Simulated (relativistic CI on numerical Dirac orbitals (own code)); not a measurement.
Transition arrays of Cs¹³⁺

Calculated at this level of theory: Dirac-Coulomb-Breit CI, KLI orbitals optimised for each configuration, QED by a radiative potential, valence Slater integrals scaled by 0.9, whole transition arrays (own radial code, finite nucleus).

Configuration list (outside the closed core [Ar] 3d10 4s2): 4p6.4d6, 4p6.4d5.4f, 4p5.4d7, 4p6.4d5.5p, 4p6.4d5.5f. Levels of other configurations are missing.

All E1 lines from the levels of 4p6.4d6; mean and standard deviation are weighted by gf, and upper levels are sorted by their leading configuration.

```tsv
Upper configuration	Lines	Σgf	Mean (eV)	Mean (nm)	σ (eV)	Strongest line (nm)
4p6.4d5.4f	5844	1072.1	123.31	10.055	3.56	10.011
4p5.4d7	902	20.5	112.11	11.059	18.02	9.894
4p6.4d5.5p	3687	928.0	123.19	10.065	2.04	10.034
4p6.4d5.5f	5470	10.0	193.55	6.406	2.73	6.390
```

Σgf per state of the lower configuration in bins of 0.05 nm over the central range (centre: value): 9.475: 0.03, 9.575: 0.06, 9.625: 0.04, 9.675: 0.06, 9.725: 0.11, 9.775: 0.15, 9.825: 0.24, 9.875: 0.33, 9.925: 0.70, 9.975: 0.83, 10.03: 2.48, 10.08: 1.49, 10.13: 0.97, 10.18: 1.13, 10.23: 0.32, 10.28: 0.13, 10.33: 0.10, 10.38: 0.09, 10.43: 0.06.

Question: How do configuration mixing and the scaling of the Slater integrals move the arrays?

Answer: Slater scale 0.9, no configuration mixing: 4p6.4d5.4f 118.0 ± 5.1 eV (Σgf 1251.1), 4p5.4d7 106.9 ± 9.0 eV (Σgf 453.3), 4p6.4d5.5p 122.6 ± 2.5 eV (Σgf 166.6), 4p6.4d5.5f 192.5 ± 2.8 eV (Σgf 42.6); Slater scale 1: 4p6.4d5.4f 126.0 ± 3.5 eV (Σgf 1273.6), 4p5.4d7 122.5 ± 15.3 eV (Σgf 39.4), 4p6.4d5.5p 124.5 ± 2.5 eV (Σgf 744.9), 4p6.4d5.5f 193.8 ± 3.0 eV (Σgf 8.9); Slater scale 0.8: 4p6.4d5.4f 120.6 ± 3.1 eV (Σgf 1242.1), 4p5.4d7 113.1 ± 15.0 eV (Σgf 31.8), 4p6.4d5.5p 121.7 ± 1.9 eV (Σgf 709.5), 4p6.4d5.5f 193.3 ± 2.5 eV (Σgf 11.1). With mixing, levels are counted to their leading configuration, so an array can shrink or vanish into another, and the sums then hold other lines.
